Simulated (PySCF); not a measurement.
Working out the excitation energy of Ar⁺

Ar⁺ [Ne] 3s2 3p5 (2P) → Ar⁺ [Ne] 3s1 3p6 (2S). All numbers are calculated (PySCF 2.14, no relativity, point nucleus, in aug-cc-pwCVDZ (6s5p3d, 36 functions)). Frozen: nothing. Energies in hartree (1 hartree = 27.21139 eV):

```json
{"part": "UHF", "Ar⁺ (lower)": "-526.261926", "Ar⁺ (upper)": "-525.583323"}
{"part": "CCSD correlation", "Ar⁺ (lower)": "-0.298206", "Ar⁺ (upper)": "-0.464757"}
{"part": "(T)", "Ar⁺ (lower)": "-0.003271", "Ar⁺ (upper)": "-0.021390"}
```

Q: What does Hartree-Fock give?

A: (-525.583323) − (-526.261926) = 0.678603 hartree = 18.466 eV.

Q: What do CCSD and CCSD(T) give?

A: The CCSD correlation energies differ by -0.166551 hartree = -4.532 eV and the triples by -0.018119 hartree = -0.493 eV, so CCSD gives 13.934 eV and CCSD(T) 13.441 eV.

Measured between the centres of the two terms (NIST): 13.421 eV, so CCSD(T) (all electrons) is off by 0.020 eV.

A double-zeta basis recovers only part of the correlation energy.

The coupled-cluster amplitudes are large, so a single reference is strained.

What remains against the reference includes basis incompleteness and higher excitations.
